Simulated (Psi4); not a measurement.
Approach curve of the dimer HBr ··· CH3F (SMILES Br and CF). Monomers: optimised at B3LYP-D3(BJ) (def2-TZVP), held rigid. Orientation: lowest of the rigid-body minima from ten starts at GFN2-xTB. R is the distance of the centres of mass, along which the second monomer moves.

Method: SAPT0/jun-cc-pVDZ, frozen core (Psi4).

Components in kJ/mol:

```tsv
R / Å	electrostatics	exchange	induction	dispersion	total
3.63	-48.77	90.41	-26.82	-13.16	1.65
3.81	-32.81	46.31	-13.92	-8.62	-9.03
4.01	-22.46	21.76	-6.98	-5.53	-13.20
4.21	-16.30	10.13	-3.67	-3.64	-13.48
4.37	-13.07	5.47	-2.29	-2.65	-12.54
4.61	-9.87	2.17	-1.21	-1.71	-10.62
4.88	-7.60	0.76	-0.66	-1.08	-8.59
5.19	-5.89	0.22	-0.37	-0.67	-6.71
5.72	-4.05	0.03	-0.16	-0.33	-4.52
6.44	-2.61	0.00	-0.07	-0.14	-2.82
7.43	-1.56	0.00	-0.02	-0.05	-1.63
8.71	-0.88	0.00	-0.01	-0.02	-0.91
```
